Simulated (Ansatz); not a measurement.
`[SiH3][GeH2][GeH2][GeH3]` + H₂ → digermane + `[SiH3][GeH3]` at 400 K and 1 bar (hydrogenolysis of a Ge–Ge bond).

Gas-phase electronic energies from Ansatz, PBE0-D4/def2-TZVP geometries. CCSD(T)/CBS is the MP2 limit (def2-TZVPP, def2-QZVPP) plus CCSD(T) − MP2 in def2-TZVPP, frozen cores. This one scheme is used for every species. For Ge outer-core shells are correlated without core-valence functions, which leaves a few kJ/mol of doubt a bond. Scalar relativity is left out up to krypton. Each species was taken in one conformer, which may not be the lowest.

```tsv
species	CCSD(T)/CBS energy (Eh)	H − E (kJ/mol)	S (J/(mol·K))
`[SiH3][GeH2][GeH2][GeH3]`	-6523.43556	258.9	508.5
H₂	-1.17544	38.0	139.0
`[GeH3][GeH3]`	-4155.81928	147.6	327.3
`[SiH3][GeH3]`	-2368.78170	150.2	319.5
```

H − E and S are ideal-gas, rigid-rotor, harmonic terms from PBE0-D4/def2-TZVP, for one conformer and one mirror image of each species. For small species the MP2-based limit differs from directly extrapolated CCSD(T) by up to some mEh (0.8 for H₂); such offsets cancel only in part. 1 Eh = 2625.50 kJ/mol, R = 8.31446 J/(mol·K).

Question: By hand: ΔE, ΔH, ΔS and ΔG.

Answer: ΔE = (-4155.81928) + (-2368.78170) − (-6523.43556) − (-1.17544) = 0.01002 Eh = 26.3 kJ/mol. Δ(H − E) = 147.6 + 150.2 − 258.9 − 38.0 = 0.9, so ΔH = 27.2 kJ/mol. ΔS = 327.3 + 319.5 − 508.5 − 139.0 = -0.7 J/(mol·K). ΔG = 27.2 − 400 × (-0.7)/1000 = 27.5 kJ/mol.

Question: By hand: the equilibrium constant, and the temperature at which ΔG would vanish if ΔH and ΔS stayed fixed.

Answer: log₁₀ K = −ΔG/(RT ln 10) = -3.6. ΔH and −TΔS have one sign here, so there is no such temperature.

The number of gas molecules stays the same, so ΔS is small and ΔH decides. A doubt of 5 kJ/mol in ΔE shifts log₁₀ K by 0.7 here. Other conformers and mirror images would add mixing entropy, several J/(mol·K) or more a flexible species. Modes under 60 cm⁻¹, often nearly free rotors, make the harmonic entropy too high. These are equilibria of isolated gas molecules and say nothing of rates. Largest T1 diagnostic: 0.012 (customary marks: 0.02 for closed shells, 0.045 for open ones).

ΔS is within the doubt of such terms, so its sign, and with it that verdict, could turn.
